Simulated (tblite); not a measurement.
C₆H₁₁B.
SMILES with atom numbers: `[BH2:1]/[C:2](=[CH:3]/[CH3:4])[C:5](=[CH2:6])[CH3:7]` (hydrogens: H8, H9 on B1; H10 on C3; H11, H12, H13 on C4; H14, H15 on C6; H16, H17, H18 on C7)

Computed with GFN2-xTB (tblite), gas phase: Langevin dynamics at 300 K from the optimised GFN2-xTB geometry, time step 0.5 fs, friction 0.01 fs⁻¹, 2000 steps.

The start geometry, which sets the zero of energy:
```
atom  x, y, z in Å
B1     -0.015    1.601    1.623
C2      0.181    0.684    0.398
C3      1.227    0.855   -0.432
C4      1.551    0.043   -1.637
C5     -0.809   -0.393    0.141
C6     -1.664   -0.338   -0.870
C7     -0.787   -1.523    1.125
H8     -0.924    1.452    2.344
H9      0.749    2.465    1.825
H10     1.932    1.650   -0.221
H11     0.857   -0.784   -1.761
H12     2.568   -0.343   -1.561
H13     1.511    0.672   -2.527
H14    -2.402   -1.106   -1.034
H15    -1.669    0.487   -1.563
H16     0.177   -2.031    1.088
H17    -1.574   -2.243    0.913
H18    -0.917   -1.139    2.136
```

Question: These frames come from the run, each turned onto the start geometry. Order them by potential energy, lowest first.
A.
```
atom  x, y, z in Å
B1      0.118    1.517    1.684
C2      0.292    0.605    0.433
C3      1.204    0.939   -0.488
C4      1.521    0.197   -1.762
C5     -0.691   -0.467    0.210
C6     -1.372   -0.517   -0.930
C7     -1.032   -1.482    1.285
H8     -0.713    1.406    2.494
H9      0.862    2.381    2.025
H10     1.807    1.815   -0.224
H11     1.124   -0.837   -1.708
H12     2.636    0.200   -1.837
H13     1.125    0.605   -2.707
H14    -2.180   -1.226   -1.017
H15    -1.319    0.080   -1.837
H16    -0.331   -2.278    1.153
H17    -2.026   -1.893    1.011
H18    -1.034   -1.039    2.203
```
B.
```
atom  x, y, z in Å
B1      0.064    1.518    1.657
C2      0.250    0.588    0.468
C3      1.207    0.852   -0.453
C4      1.573    0.104   -1.692
C5     -0.776   -0.410    0.175
C6     -1.517   -0.419   -0.918
C7     -0.922   -1.547    1.131
H8     -0.696    1.330    2.552
H9      0.554    2.572    1.638
H10     1.873    1.702   -0.257
H11     0.997   -0.802   -1.764
H12     2.609   -0.140   -1.650
H13     1.391    0.679   -2.580
H14    -2.343   -1.127   -1.055
H15    -1.473    0.471   -1.588
H16     0.030   -2.140    1.147
H17    -1.867   -2.120    1.026
H18    -0.962   -1.105    2.151
```
C.
```
atom  x, y, z in Å
B1      0.044    1.496    1.704
C2      0.171    0.762    0.343
C3      1.189    0.887   -0.517
C4      1.536    0.062   -1.727
C5     -0.779   -0.378    0.176
C6     -1.577   -0.395   -0.907
C7     -0.916   -1.463    1.196
H8     -0.742    1.323    2.562
H9      0.777    2.310    2.073
H10     1.810    1.768   -0.429
H11     1.067   -0.933   -1.697
H12     2.651   -0.106   -1.778
H13     1.232    0.546   -2.626
H14    -2.306   -1.117   -1.205
H15    -1.353    0.389   -1.584
H16     0.076   -1.872    1.364
H17    -1.644   -2.219    0.914
H18    -1.246   -1.054    2.127
```
D.
```
atom  x, y, z in Å
B1      0.198    1.451    1.753
C2      0.106    0.679    0.388
C3      1.178    0.855   -0.421
C4      1.436    0.061   -1.670
C5     -0.903   -0.353    0.078
C6     -1.544   -0.471   -1.136
C7     -0.966   -1.287    1.232
H8     -0.136    0.878    2.742
H9      0.865    2.395    1.845
H10     1.835    1.680   -0.104
H11     1.006   -0.879   -1.736
H12     2.568    0.063   -1.868
H13     1.082    0.593   -2.539
H14    -2.215   -1.288   -1.276
H15    -1.412    0.271   -1.927
H16    -0.034   -1.425    1.713
H17    -1.384   -2.255    1.020
H18    -1.689   -0.963    1.894
```
E.
```
atom  x, y, z in Å
B1      0.065    1.665    1.582
C2      0.179    0.650    0.389
C3      1.115    0.900   -0.501
C4      1.597    0.021   -1.664
C5     -0.778   -0.474    0.196
C6     -1.649   -0.240   -0.822
C7     -0.820   -1.631    1.208
H8     -0.413    1.250    2.593
H9      0.482    2.745    1.547
H10     1.731    1.727   -0.257
H11     0.760   -0.622   -2.049
H12     2.452   -0.573   -1.349
H13     1.758    0.694   -2.548
H14    -2.407   -0.986   -1.098
H15    -1.554    0.575   -1.546
H16     0.218   -1.904    1.330
H17    -1.443   -2.447    0.861
H18    -1.301   -1.342    2.118
```

Answer: B (0.328 eV), C (0.410 eV), A (0.491 eV), E (0.596 eV), D (0.756 eV).

In the order of the answer:

| t (fs) | E above start (eV) | largest force (eV/Å) | rms force component (eV/Å) | rms distance from start (Å) | rms bond change (Å) | bond most changed (Å) |
| --- | --- | --- | --- | --- | --- | --- |
| 50 | 0.328 | 1.75 | 0.569 | 0.180 | 0.020 | C6–H15 +0.037 |
| 75 | 0.410 | 1.88 | 0.579 | 0.237 | 0.016 | C4–H12 +0.038 |
| 475 | 0.491 | 3.27 | 0.686 | 0.354 | 0.023 | C7–H18 -0.068 |
| 775 | 0.596 | 2.39 | 0.763 | 0.276 | 0.026 | C3–C4 +0.048 |
| 275 | 0.756 | 3.70 | 0.963 | 0.463 | 0.031 | C4–H12 +0.059 |

The cost below is that of the whole dynamics run. Hardware: Arm Neoverse V1, one thread, no GPU, shared host. Cost: 12 s, 0.18 GiB resident at most.
